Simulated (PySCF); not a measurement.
# What a mistake does to a calculation on CClH2OSi anion

These are calculations, not measurements. They come from PySCF 2.14.0, an open-source quantum chemistry program, on an isolated molecule that a program drew, which may never have been made. The molecule is CClH2OSi anion (charge -1, singlet), drawn as the SMILES string `[O-]C=[SiH]Cl`.

Each row is a Hartree-Fock (HF) and frozen-core CCSD(T) single point in the aug-cc-pV(D+d)Z basis, meant for a local HF minimum. Run 1 is clean. Each other run has one planted mistake out of seven kinds, and not every kind appears here: one electron removed, one electron added, multiplicity raised by two, geometry at a saddle point, minimal basis STO-3G, one bond length entered in bohr, all coordinates scaled. The reference is restricted for singlets and unrestricted otherwise, and also for a bond in bohr. Adding or removing an electron swaps singlet and doublet. Electrons count all cores. HOMO and LUMO are orbital energies over both spins, the gradient is its largest component, and the lowest frequency (negative if imaginary) is given only where the gradient is small. Bond lengths are over the 5 bonds as drawn. T1 is the CCSD diagnostic: over 0.02 (restricted) or 0.045 (unrestricted) a single reference is doubtful.

Geometry of the clean run:
```xyz
6
CClH2OSi anion, angstrom
O     1.2808   -3.3019    2.6040
C     1.5534   -2.1374    2.4425
Si    1.2187   -1.1453    0.7825
Cl    2.5500    0.6207    1.3349
H     1.9636   -1.5839    3.3221
H     2.2855   -1.8833   -0.0067
```

| run | electrons | basis functions | <S^2> | HOMO (eV) | LUMO (eV) | gradient (hartree/bohr) | lowest frequency (cm^-1) | mean bond (Å) | longest bond (Å) | T1 | HF (hartree) | CCSD(T) (hartree) | mistake |
|---|---|---|---|---|---|---|---|---|---|---|---|---|---|
| 1 | 48 | 128 | 0.000 | -3.23 | 4.07 | 3.0e-05 | 87 | 1.6169 | 2.280 | 0.0176 | -862.39708 | -863.04288 | no fault |
| 2 | 47 | 128 | 0.786 | -10.88 | -1.14 | 6.9e-02 | - | 1.6169 | 2.280 | 0.0276 | -862.31990 | -862.93911 | one electron removed |
| 3 | 48 | 128 | 0.853 | -2.79 | 3.95 | 9.3e-03 | - | 1.8871 | 2.869 | 0.0519 | -862.31512 | -862.95423 | one bond length entered in bohr |
| 4 | 48 | 128 | 0.000 | -1.41 | 4.11 | 2.2e-05 | -695 | 1.5515 | 2.144 | 0.0193 | -862.33976 | -863.00223 | geometry at a saddle point |
| 5 | 48 | 128 | 0.000 | -2.93 | 4.08 | 8.8e-02 | - | 1.5603 | 2.200 | 0.0168 | -862.38904 | -863.02866 | all coordinates scaled |
| 6 | 48 | 30 | 0.000 | 0.66 | 14.07 | 5.2e-02 | - | 1.6169 | 2.280 | 0.0109 | -852.49152 | -852.66665 | ? |

**Which mistake was planted in run 6, and what did it cost?**

It has 30 basis functions where the clean run has 128, with the same electrons and geometry. So the mistake is: minimal basis STO-3G. Subtracting run 1 and multiplying by 627.51 kcal/mol a hartree, the energy moved by 6215.8 kcal/mol in HF and 6511.2 kcal/mol in CCSD(T).

Cautions from the logs. Run 3: T1 is over the limit, so its CCSD(T) energy is less reliable; run 6: the HOMO is above zero, so the electron isn't bound and the energy depends on the basis.
